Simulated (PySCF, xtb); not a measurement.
C2F3, SMILES FC(F)=[C]F (connectivity only; charge and spin as stated), charge +1, multiplicity 1.

Geometry: B3LYP-D3(BJ)/def2-SVP. The spin state was assumed, not searched. The isomer is the one that the SMILES or the coordinates give; other isomers of the formula were not compared.

These are IEF-PCM-PBE0/def2-SVP in PySCF 2.14.0 values and carry that method's errors.

The values are the electrostatic part of the solvation free energy, E(continuum) − E(gas) at the gas-phase geometry, in a cavity of scaled van der Waals radii (PySCF's table); cavitation and dispersion terms are not included. In vacuum the orbital gap is 4.30 eV.

Estimate the values in water (ε = 78.36), dichloromethane (ε = 8.93), tetrahydrofuran (ε = 7.43). (The exact figures need the calculation; the answer reports its results.)


| solvent | ε | ΔG(elec) (kcal/mol) | gap (eV) |
|---|---|---|---|
| water | 78.36 | -67.3 | 4.41 |
| dichloromethane | 8.93 | -60.2 | 4.39 |
| tetrahydrofuran | 7.43 | -58.6 | 4.39 |

For comparison, GFN2-xTB/ALPB(water) (xtb, at the GFN2-xTB geometry, all terms of that model) gives -63.6 kcal/mol.
